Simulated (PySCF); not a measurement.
**Energy of Mn²⁺ (manganese, charge +2) between two integer charges**

The 3d alpha orbital of [Ar] 3d5 is emptied in steps (occupation f), with all orbitals relaxed, ending at [Ar] 3d4. All numbers are calculated (PySCF 2.14, the non-relativistic Hamiltonian (point nucleus), in aug-cc-pVDZ). The exact energy is a straight line in f; departures are measured from the line between the end points of the same method.

```json
{"f": "1", "MN15 (eV)": "0.000"}
{"f": "0.75", "MN15 (eV)": "-0.956"}
{"f": "0.5", "MN15 (eV)": "-1.289"}
{"f": "0.25", "MN15 (eV)": "-0.977"}
{"f": "0", "MN15 (eV)": "0.000"}
```

```tsv
method	E(f=0) − E(f=1) (eV)	−ε at f=1 (eV)	−ε at f=0.5 (eV)
MN15	34.231	29.190	34.176
```

Orbital energy along the path (eV):

| f | MN15 |
| --- | --- |
| 1 | -29.190 |
| 0.75 | -31.638 |
| 0.5 | -34.176 |
| 0.25 | -36.797 |
| 0 | -39.494 |

Reference removal energy between the ground levels: 33.668 ± 0.012 eV (measured; NIST Atomic Spectra Database, ionization energies). The calculation has no spin-orbit coupling. The determinant left behind need not be the lowest term of the ion.
